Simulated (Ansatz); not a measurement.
Program: Ansatz. Geometries: PBE0-D4/def2-TZVP. ΔE: electronic, gas phase. CBS: MP2 limit from def2 TZ/QZ plus the TZ coupled-cluster correction, frozen cores. This one scheme is used for every species. DFT in def2-TZVPP. Each species was taken in one conformer, which may not be the lowest.

Consider the formal exchange of groups at a B–B bond: `ClB(Cl)B1CN1` + BH₃ → `BB1CN1` + `ClBCl`.

```json
{"level": "r2SCAN-D4", "ΔE (kJ/mol)": "-13.0"}
{"level": "r2SCANh-D4", "ΔE (kJ/mol)": "-12.0"}
{"level": "ωB97X-V", "ΔE (kJ/mol)": "-7.5"}
{"level": "PBE", "ΔE (kJ/mol)": "-16.7"}
{"level": "LC-ωPBE", "ΔE (kJ/mol)": "-10.2"}
{"level": "HF/def2-TZVPP", "ΔE (kJ/mol)": "-6.6"}
{"level": "HF/def2-QZVPP", "ΔE (kJ/mol)": "-7.0"}
{"level": "HF/CBS(def2)", "ΔE (kJ/mol)": "-7.1"}
```

Problem. What does CCSD(T)/CBS give? (An estimate is asked.)

Solution. The calculation gave: -5.5 kJ/mol. The listed levels differ from it by -7.5, -6.5, -2.0, -11.2, -4.7, -1.1, -1.5, -1.6 kJ/mol.

Problem. What do rigid-rotor, harmonic-oscillator terms from PBE0-D4/def2-TZVP frequencies (298.15 K, 1 bar) make of the CCSD(T)/CBS value? (An estimate is asked.)

Solution. The calculation gave: ΔZPE = +4.3 kJ/mol, ΔH = -4.5 kJ/mol, ΔS = 6 J/(mol·K), ΔG = -6.3 kJ/mol. Modes under 50 cm⁻¹ make the entropy rough.

Largest T1 diagnostic among the species: 0.015.

From PBE to PBE0 (25 % exact exchange), in def2-TZVPP and without D4, ΔE moves by +3.4 kJ/mol. Leaving LDA and LC-ωPBE aside and taking each functional with its dispersion term where it has one, the values, not all of them listed here, spread over 9.2 kJ/mol, from B97M-V to BHLYP-D4.
